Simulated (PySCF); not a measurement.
Molecular orbitals of Pb₂⁺

PW91 at R = 2.941 Å; Pb def2-SVP with ECP60; scalar-relativistic core potentials (PySCF 2.14). State: ⁴Σg⁻ (quartet), unpaired electrons σ ↑, π ↑↑. Only the outer orbitals are listed.

| spin | orbital | occ. | ε (eV) | main shells (%) |
| --- | --- | --- | --- | --- |
| α | σg | 1 | -19.02 | 95 s |
| α | σu | 1 | -17.01 | 98 s |
| α | σg | 1 | -10.52 | 95 p |
| α | πu | 1 | -9.84 | 98 p |
| α | πu | 1 | -9.84 | 98 p |
| α | πg | 0 | -8.11 | 99 p |
| α | πg | 0 | -8.11 | 99 p |
| α | σu | 0 | -5.90 | 100 p |
| β | σg | 1 | -18.04 | 96 s |
| β | σu | 1 | -16.15 | 97 s |
| β | σg | 0 | -9.28 | 96 p |
| β | πu | 0 | -8.76 | 99 p |
| β | πu | 0 | -8.76 | 99 p |

**Question.** Which are the highest filled and the lowest empty level, where do they sit, and how wide is the gap?

**Answer.** Highest filled α πu at -9.84 eV (in %: 98 p); lowest empty β σg at -9.28 eV (in %: 96 p); the gap at PW91 is 0.56 eV.

```
bond order (Mayer) : 1.61
⟨S²⟩               : 3.751
```

These are scalar-relativistic numbers at best; spin–orbit coupling would shift them, the dissociation energy most. The state is the lowest determinant that a PBE0 search found; another state may lie lower at other levels.
